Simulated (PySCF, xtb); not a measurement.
C₄H₁₀Si₂, SMILES [SiH3][Si@@H]1CCC1=C.

GFN2-xTB (xtb) at its own geometry gives an orbital gap of 3.78 eV and a dipole moment of 0.45 D.

Coordinates come from a B3LYP-D3(BJ)/def2-SVP optimisation. The geometry has at least one imaginary mode, so it is a saddle point at that level. The structure was generated by enumeration; whether it is a known compound was not checked.

Question: What does PBE/def2-TZVP in PySCF give? (The exact figures need the calculation; the answer reports its results.)

Answer: gap 4.55 eV (levels -6.14 and -1.60 eV), dipole 0.83 D.
